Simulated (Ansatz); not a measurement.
Ansatz (a quantum-chemistry and plane-wave program) input file for C₄H₁₂W, SMILES [CH3][W]([CH3])([CH3])[CH3], multiplicity 1, PBE-D3(BJ)/def2-SVP. 

Ansatz 0.2 input:
```yaml
crystal:
  periodic: [false, false, false]
  atoms:
    - {symbol: W, position_ang: [-0.00000000, 0.00000000, 0.00000000]}
    - {symbol: C, position_ang: [-1.17016234, -1.17016233, 1.25504011]}
    - {symbol: C, position_ang: [1.17016237, 1.17016238, 1.25504003]}
    - {symbol: C, position_ang: [-1.17016237, 1.17016233, -1.25504008]}
    - {symbol: C, position_ang: [1.17016234, -1.17016238, -1.25504006]}
    - {symbol: H, position_ang: [-0.66485510, -1.93850227, 1.86989424]}
    - {symbol: H, position_ang: [-1.69857712, -1.69857711, 0.42522205]}
    - {symbol: H, position_ang: [-1.93850229, -0.66485508, 1.86989423]}
    - {symbol: H, position_ang: [1.69857712, 1.69857713, 0.42522194]}
    - {symbol: H, position_ang: [1.93850233, 0.66485516, 1.86989415]}
    - {symbol: H, position_ang: [0.66485514, 1.93850234, 1.86989415]}
    - {symbol: H, position_ang: [-1.93850233, 0.66485508, -1.86989418]}
    - {symbol: H, position_ang: [-1.69857713, 1.69857711, -0.42522200]}
    - {symbol: H, position_ang: [-0.66485514, 1.93850227, -1.86989421]}
    - {symbol: H, position_ang: [0.66485510, -1.93850235, -1.86989416]}
    - {symbol: H, position_ang: [1.69857711, -1.69857713, -0.42522198]}
    - {symbol: H, position_ang: [1.93850228, -0.66485516, -1.86989420]}
basis:
  gaussian:
    orbitals: def2-SVP
hamiltonian:
  xc: pbe
  dispersion: d3bj
relax: {f_tol: 0.002, max_steps: 200}
```

Output:

```
WARN ansatz: RAYON_NUM_THREADS=2 ignored (pool sized by the plan → 2); use --threads N
Functional definition: PBE
integrals: 0.10 GiB planned
1635 factors; their error is unknown
mean field: 0.56 GiB planned
mean field evaluation 1: about -6133.3962 eV, gradient 1.0e2 eV
mean field evaluation 2: about -6072.3338 eV, gradient 1.7e2 eV
mean field evaluation 4: about -6157.6936 eV, gradient 2.0e1 eV
mean field evaluation 8: about -6158.7971 eV, gradient 1.0e0 eV
mean field evaluation 16: about -6158.7388 eV, gradient 2.2e-3 eV
mean field -6158.73884303 eV, -226.3294779383 hartree, gradient 3.3e-6 eV, S^2 0.000000; 0 other end points of the search recorded, 0 dependent functions left out
the calculation of the forces begins
reference -6158.73890312 eV, -226.3294801464 hartree; 25, 25 occupied and 123, 123 virtual orbitals, 1635 factors
relax step   1: F+E_penalty+E_count = -6159.12566095 eV  Δ(F+E_penalty+E_count) = +0.000e0 eV  max|allowed force component| = 2.059e-1 eV/Å  Δτ_max = 0.0000 Å  (37 SCF iters, accepted)
these checks for a lower state are left out or cut short: starts, cluster_reference, orbital_swaps, neighbouring_geometries, increment
integrals: 0.10 GiB planned
1635 factors; their error is unknown
mean field: 0.56 GiB planned
mean field evaluation 32: about -6158.7552 eV, gradient 4.1e-6 eV
mean field -6158.75522219 eV, -226.3300798613 hartree, gradient 4.1e-6 eV, S^2 0.000000; 0 other end points of the search recorded, 0 dependent functions left out
the calculation of the forces begins
reference -6158.75528236 eV, -226.3300820726 hartree; 25, 25 occupied and 123, 123 virtual orbitals, 1635 factors
relax step   2: F+E_penalty+E_count = -6159.14068576 eV  Δ(F+E_penalty+E_count) = -1.502e-2 eV  max|allowed force component| = 7.751e-2 eV/Å  Δτ_max = 0.0161 Å  (33 SCF iters, accepted)
these checks for a lower state are left out or cut short: starts, cluster_reference, orbital_swaps, neighbouring_geometries, increment
integrals: 0.10 GiB planned
1635 factors; their error is unknown
mean field: 0.56 GiB planned
mean field -6158.75665964 eV, -226.3301326866 hartree, gradient 4.3e-6 eV, S^2 0.000000; 0 other end points of the search recorded, 0 dependent functions left out
the calculation of the forces begins
reference -6158.75671988 eV, -226.3301349004 hartree; 25, 25 occupied and 123, 123 virtual orbitals, 1635 factors
relax step   3: F+E_penalty+E_count = -6159.14238001 eV  Δ(F+E_penalty+E_count) = -1.694e-3 eV  max|allowed force component| = 1.460e-2 eV/Å  Δτ_max = 0.0095 Å  (33 SCF iters, accepted)
these checks for a lower state are left out or cut short: starts, cluster_reference, orbital_swaps, neighbouring_geometries, increment
integrals: 0.10 GiB planned
1635 factors; their error is unknown
mean field: 0.56 GiB planned
mean field -6158.75665895 eV, -226.3301326612 hartree, gradient 4.2e-6 eV, S^2 0.000000; 0 other end points of the search recorded, 0 dependent functions left out
the calculation of the forces begins
reference -6158.75671924 eV, -226.3301348769 hartree; 25, 25 occupied and 123, 123 virtual orbitals, 1635 factors
relax step   4: F+E_penalty+E_count = -6159.14251894 eV  Δ(F+E_penalty+E_count) = -1.389e-4 eV  max|allowed force component| = 5.025e-3 eV/Å  Δτ_max = 0.0059 Å  (33 SCF iters, accepted)
these checks for a lower state are left out or cut short: starts, cluster_reference, orbital_swaps, neighbouring_geometries, increment
integrals: 0.10 GiB planned
1635 factors; their error is unknown
mean field: 0.56 GiB planned
mean field -6158.75654094 eV, -226.3301283245 hartree, gradient 4.2e-6 eV, S^2 0.000000; 0 other end points of the search recorded, 0 dependent functions left out
the calculation of the forces begins
reference -6158.75660130 eV, -226.3301305426 hartree; 25, 25 occupied and 123, 123 virtual orbitals, 1635 factors
relax step   5: F+E_penalty+E_count = -6159.14257855 eV  Δ(F+E_penalty+E_count) = -5.961e-5 eV  max|allowed force component| = 5.199e-3 eV/Å  Δτ_max = 0.0069 Å  (33 SCF iters, accepted)
these checks for a lower state are left out or cut short: starts, cluster_reference, orbital_swaps, neighbouring_geometries, increment
integrals: 0.10 GiB planned
1635 factors; their error is unknown
mean field: 0.56 GiB planned
mean field evaluation 64: about -6158.7565 eV, gradient 1.8e-5 eV
mean field -6158.75651514 eV, -226.3301273762 hartree, gradient 1.8e-5 eV, S^2 0.000000; 0 other end points of the search recorded, 0 dependent functions left out
the calculation of the forces begins
reference -6158.75657552 eV, -226.3301295950 hartree; 25, 25 occupied and 123, 123 virtual orbitals, 1635 factors
relax step   6: F+E_penalty+E_count = -6159.14258396 eV  Δ(F+E_penalty+E_count) = -5.410e-6 eV  max|allowed force component| = 5.093e-4 eV/Å  Δτ_max = 0.0017 Å  (24 SCF iters, accepted)
integrals: 0.10 GiB planned
1635 factors; their error is unknown
mean field: 0.56 GiB planned
mean field -6158.75651514 eV, -226.3301273762 hartree, gradient 1.8e-5 eV, S^2 0.000000; 1 other end points of the search recorded, 0 dependent functions left out
the calculation of the forces begins
reference -6158.75657552 eV, -226.3301295950 hartree; 25, 25 occupied and 123, 123 virtual orbitals, 1635 factors
Total energy: -6159.14264433 eV, -226.3443173624 hartree
Atom 0 at    -0.000000     0.000000     0.000000 Å, force     0.000000    -0.000000    -0.000000 eV/Å
Atom 1 at    -1.177705    -1.177705     1.245891 Å, force    -0.000501    -0.000501     0.000489 eV/Å
Atom 2 at     1.177705     1.177705     1.245891 Å, force     0.000501     0.000501     0.000489 eV/Å
Atom 3 at    -1.177705     1.177705    -1.245891 Å, force    -0.000501     0.000501    -0.000489 eV/Å
Atom 4 at     1.177705    -1.177705    -1.245891 Å, force     0.000501    -0.000501    -0.000489 eV/Å
Atom 5 at    -0.680130    -1.963942     1.861466 Å, force    -0.000089     0.000509    -0.000440 eV/Å
Atom 6 at    -1.695044    -1.695044     0.390404 Å, force     0.000139     0.000139     0.000108 eV/Å
Atom 7 at    -1.963942    -0.680130     1.861466 Å, force     0.000509    -0.000089    -0.000440 eV/Å
Atom 8 at     1.695044     1.695044     0.390404 Å, force    -0.000139    -0.000139     0.000108 eV/Å
Atom 9 at     1.963942     0.680130     1.861466 Å, force    -0.000509     0.000089    -0.000440 eV/Å
Atom 10 at     0.680130     1.963942     1.861466 Å, force     0.000089    -0.000509    -0.000440 eV/Å
Atom 11 at    -1.963942     0.680130    -1.861466 Å, force     0.000509     0.000089     0.000440 eV/Å
Atom 12 at    -1.695044     1.695044    -0.390404 Å, force     0.000139    -0.000139    -0.000108 eV/Å
Atom 13 at    -0.680130     1.963942    -1.861466 Å, force    -0.000089    -0.000509     0.000440 eV/Å
Atom 14 at     0.680130    -1.963942    -1.861466 Å, force     0.000089     0.000509     0.000440 eV/Å
Atom 15 at     1.695044    -1.695044    -0.390404 Å, force    -0.000139     0.000139    -0.000108 eV/Å
Atom 16 at     1.963942    -0.680130    -1.861466 Å, force    -0.000509    -0.000089     0.000440 eV/Å
Dipole moment:    -0.000000     0.000000    -0.000000 e Å
```

The run converged.
